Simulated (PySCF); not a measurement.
These 2 structures share the formula C8H11P. Computed with PBE0-D3(BJ)/def2-SVP geometry optimisation, gas phase in PySCF. One conformer each; no zero-point energy, no entropy. No frequencies were run at this level. Point groups hold within 0.08 Å.

**Question.** Rank from lowest to highest electronic energy at this level (kcal/mol).
A. `[CH3:1][CH:2]([CH3:3])[c:4]1[cH:5][cH:6][cH:7][cH:8][p:9]1` with C1–C2–C4–C5 -122°
B. `[CH2:1]=[CH:2][P:3]1[CH:4]=[CH:5][CH:6]([CH3:7])[CH:8]=[CH:9]1` with C1–C2–P3–C4 129°, C2–P3–C4–C5 120°, C4–C5–C6–C7 110°, C5–C6–C8–C9 16°, C2–P3–C9–C8 -120°

**Answer.** A (0.0), B (38.5).

As drawn, the lower has an aromatic ring, which the higher lacks; the higher has a C=C bond outside aromatic rings, which the lower lacks.

```json
{"SMILES": "CC(C)c1ccccp1", "E (Eh)": "-652.00587", "E rel (kcal/mol)": "0.0", "dipole (D)": "1.45", "point group": "near Cs", "A, B, C (MHz)": "2581, 1014, 862.3"}
{"SMILES": "C=CP1C=CC(C)C=C1", "E (Eh)": "-651.94457", "E rel (kcal/mol)": "38.5", "dipole (D)": "1.27", "point group": "Cs", "A, B, C (MHz)": "3500, 841.4, 756.7"}
```

**Question.** How do the relative energies change in single points at B3LYP/pcSseg-1 (no added dispersion term) on the same geometries?

**Answer.** 
| SMILES | PBE0-D3(BJ)/def2-SVP (kcal/mol) | B3LYP/pcSseg-1 (kcal/mol) | shift |
| --- | --- | --- | --- |
| CC(C)c1ccccp1 | 0.0 | 0.0 | 0.0 |
| C=CP1C=CC(C)C=C1 | 38.5 | 34.5 | -4.0 |

Each column counts from its own lowest isomer. The order is unchanged; the largest shift is 4.0 kcal/mol.
